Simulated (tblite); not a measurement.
C6H8NOP.
Bonds: C1–O2, O2–C3, C3–C4 (aromatic), C4–N5 (aromatic), N5–C6 (aromatic), C6–C7, C6–C8 (aromatic), C8–P9 (aromatic), C3–P9 (aromatic). Hydrogens: H10, H11, H12 on C1; H13 on C4; H14, H15, H16 on C7; H17 on C8.

Structure optimised with GFN2-xTB, isolated species.

(1) What internal coordinates does the optimisation give?

Results:

(1) 
```csv
bond,length (Å),order
C1–O2,1.404,single
O2–C3,1.357,single
C3–C4,1.395,aromatic
C4–N5,1.312,aromatic
N5–C6,1.329,aromatic
C6–C7,1.500,single
C6–C8,1.383,aromatic
C8–P9,1.731,aromatic
C3–P9,1.754,aromatic
"C1–H10, C1–H11, C1–H12",1.094,single
C4–H13,1.085,single
"C7–H14, C7–H15, C7–H16",1.088,single
C8–H17,1.083,single
```

Bonds in one row agree within 0.01 Å and their mean is given. Orders are formal, as drawn. A selection of angles:
```csv
angle,degrees
O2–C1–H10,111.1
O2–C1–H12,106.4
H10–C1–H11,108.7
C1–O2–C3,116.7
O2–C3–C4,115.6
O2–C3–P9,122.0
C4–C3–P9,122.4
C3–C4–N5,127.4
C3–C4–H13,117.3
N5–C4–H13,115.3
C4–N5–C6,121.6
N5–C6–C7,115.5
N5–C6–C8,124.6
C7–C6–C8,119.9
C6–C7–H14,109.2
H14–C7–H15,109.3
H15–C7–H16,108.2
C6–C8–P9,125.7
C6–C8–H17,118.4
P9–C8–H17,115.9
C3–P9–C8,98.3
```

Dihedral angles: C1–O2–C3–C4 180° (antiperiplanar).

Of the pairs four or more bonds apart, P9···H11 is among the closest relative to their van der Waals radii: 2.81 Å, 94 % of the sum of Bondi's values. N5 (pyridine-type nitrogen) is bent (angle 121.6°). The C–P distances run from 1.731 Å (C8–P9, aromatic) to 1.754 Å (C3–P9, aromatic), a spread of 0.023 Å. The 9 heavy atoms lie in one plane (0.000 Å rms). The 2 C–O bonds span 1.357 Å (O2–C3, drawn single) to 1.404 Å (C1–O2, drawn single), a spread of 0.047 Å. The 3 C–C bonds span 1.383 Å (C6–C8, aromatic) to 1.500 Å (C6–C7, drawn single), a spread of 0.117 Å. The 6-membered ring C3–C4–N5–C6–C8–P9 has internal angles of 98.3° to 127.4° (sum 720°, against 720° for a flat polygon); it is planar, 0.00 Å rms from its mean plane, widest ring torsion 0°.

Point group: Cs (tolerance 0.08 Å). Its GFN2-xTB frequencies are all real (lowest 61 cm⁻¹). One conformer, not necessarily the lowest. 2 starts were optimised and ended at 0.00 and 1.41 kcal/mol (GFN2-xTB); the lowest of these is shown.

Time: 0.22 s wall. Hardware: one thread of an Arm Neoverse V2, no GPU, shared host with 96 logical CPUs at a one-minute load of 27. That covers the optimisation of the geometry.

These are computed values.
